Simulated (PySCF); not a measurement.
Energy of Rh²⁺ (rhodium, charge +2) between two integer charges

The 4d beta orbital of [Kr] 4d7 is emptied in steps (occupation f), with all orbitals relaxed, ending at [Kr] 4d6. Computed with PySCF 2.14 in x2c-TZVPall (8s6p6d1f, 63 functions), with scalar relativity by spin-free X2C-1e. The exact energy is a straight line in f; departures are measured from the line between the end points of the same method.

```tsv
f	PBE0 (eV)	r2SCAN (eV)	LC-wPBE (eV)
1	0.000	0.000	0.000
0.9	-0.401	-0.546	-0.142
0.7	-0.939	-1.276	-0.334
0.5	-1.120	-1.519	-0.400
0.3	-0.941	-1.275	-0.338
0.1	-0.403	-0.545	-0.145
0	0.000	0.000	0.000
```

```tsv
method	E(f=0) − E(f=1) (eV)	−ε at f=1 (eV)	−ε at f=0.5 (eV)
PBE0	31.099	26.646	31.092
r2SCAN	31.088	25.022	31.092
LC-wPBE	31.099	29.527	31.087
```

Orbital energy along the path (eV):

```tsv
f	PBE0	r2SCAN	LC-wPBE
1	-26.646	-25.022	-29.527
0.9	-27.526	-26.227	-29.830
0.7	-29.301	-28.654	-30.450
0.5	-31.092	-31.092	-31.087
0.3	-32.890	-33.528	-31.735
0.1	-34.686	-35.939	-32.388
0	-35.576	-37.125	-32.715
```

Reference removal energy between the ground levels: 31.06 eV (semi-empirical (NIST evaluation); NIST Atomic Spectra Database, ionization energies). The calculation has no spin-orbit coupling. The determinant left behind need not be the lowest term of the ion.
